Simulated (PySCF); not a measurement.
CCl2, SMILES Cl[C]Cl (connectivity only; charge and spin as stated), neutral, multiplicity 1. Coordinates come from a PBE-D3(BJ)/def2-TZVP optimisation. The isomer is the one that the SMILES or the coordinates give; other isomers of the formula were not compared.

Computed with PBE-D3(BJ)/def2-TZVP in PySCF.

Harmonic wavenumbers (cm⁻¹): 319, 699, 720. Rotational constants (GHz): 48.75, 3.566, 3.323; symmetry number 2.

Question: Work out the zero-point energy and the ideal-gas rigid-rotor harmonic-oscillator thermochemistry at 298.15 K and 1 atm.

Answer: ZPE = ½ Σ hcν = ½ × 1739 cm⁻¹ = 2.49 kcal/mol. H − E(el) = 5.24 kcal/mol. Entropy in cal/(mol K): translation 39.16, rotation 22.46, vibration 1.90, total 63.52. G − E(el) = -13.70 kcal/mol. Cp = 11.21 cal/(mol K).
